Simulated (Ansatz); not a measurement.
Which is lower?

The two ends of one reaction step of SiHClF$_{2}$, closed shell (PBE0-D4/def2-TZVP).

A:

Si1  (0.069, -0.008, 0.070)
F2  (-0.925, -0.243, 1.271)
F3  (0.607, -1.418, -0.388)
H4  (1.186, 0.831, 0.507)
Cl5  (-0.938, 0.839, -1.460)
(Å)

B:

Si1  (0.417, -0.787, 0.943)
F2  (-1.122, -0.767, 1.398)
F3  (0.361, -1.904, -0.209)
H4  (0.652, 2.118, -0.898)
Cl5  (-0.308, 1.340, -1.233)
(Å)

Program: Ansatz 0.2.0. Basis: def2-TZVPP. Cores are frozen in the correlated methods. B3LYP uses VWN-RPA correlation.

(1) Which structure is lower at CCSD(T), and by how much? (To be estimated.)

T1 diagnostic: at most 0.013.

Answers

(1) The calculation gives: A, by 56.54 kcal/mol (electronic energy, against the other). By their contacts, A is SiHClF₂ ([F][SiH]([F])[Cl]) and B is a complex of SiF₂ + HCl.

All methods give the same order:

```json
{"method": "SPW92", "E(B) − E(A) (kcal/mol)": "55.78"}
{"method": "PBE-D4", "E(B) − E(A) (kcal/mol)": "52.51"}
{"method": "BLYP-D4", "E(B) − E(A) (kcal/mol)": "49.36"}
{"method": "r2SCAN-D4", "E(B) − E(A) (kcal/mol)": "60.60"}
{"method": "B97M-V", "E(B) − E(A) (kcal/mol)": "57.56"}
{"method": "PBE0-D4", "E(B) − E(A) (kcal/mol)": "57.51"}
{"method": "B3LYP-D4", "E(B) − E(A) (kcal/mol)": "53.85"}
{"method": "r2SCAN0-D4", "E(B) − E(A) (kcal/mol)": "62.45"}
{"method": "BHLYP-D4", "E(B) − E(A) (kcal/mol)": "59.12"}
{"method": "CAM-B3LYP-D4", "E(B) − E(A) (kcal/mol)": "55.89"}
{"method": "wB97X-V", "E(B) − E(A) (kcal/mol)": "58.15"}
{"method": "wB97M-V", "E(B) − E(A) (kcal/mol)": "53.99"}
{"method": "B2PLYP", "E(B) − E(A) (kcal/mol)": "56.30"}
{"method": "PBE-QIDH", "E(B) − E(A) (kcal/mol)": "61.70"}
{"method": "RPA on PBE", "E(B) − E(A) (kcal/mol)": "53.00"}
{"method": "HF", "E(B) − E(A) (kcal/mol)": "62.01"}
{"method": "MP2", "E(B) − E(A) (kcal/mol)": "60.36"}
{"method": "CCSD", "E(B) − E(A) (kcal/mol)": "57.03"}
{"method": "CCSD(T)", "E(B) − E(A) (kcal/mol)": "56.54"}
```

Labels in which every atom is bracketed show which atoms are joined, not bond orders.

For scale, one of the runs: CCSD(T)/def2-TZVPP, 160 basis functions, launched by `ansatz run in.yaml --threads 2 --pin off --events-out ev --progress --plain --max-ram 4352MiB`. The run took 34 s on 2 CPU threads of an Arm Neoverse V2 (shared host), with 1.2 GiB of host memory at its peak.
